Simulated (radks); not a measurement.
The numbers below are computed, except where a source is named.
Problem. Spherical quantum dot in the effective-mass picture: electrons in a parabolic well V = omega^2 r^2 / 2 with omega = 4.81, all in effective atomic units (hartree* = m*/eps^2 hartree, bohr* = eps/m* bohr), one dielectric constant everywhere. Level of theory: non-relativistic Kohn-Sham, exchange-only LDA, spin-polarised, spherical densities (a radial shooting solver with Libxc functionals). Levels are named by radial order and angular momentum (1s, 1p, 1d, 2s, ...), and open shells are averaged over m. At N = 16 the configuration is 1s2 1p6 1d(up 5, down 3). Does electron 17 go into 1d down or 2s up or 2s down?

Solution. Into 1d down. The total energies of the other choices lie higher by 0.223 hartree* (2s up), 0.292 hartree* (2s down).
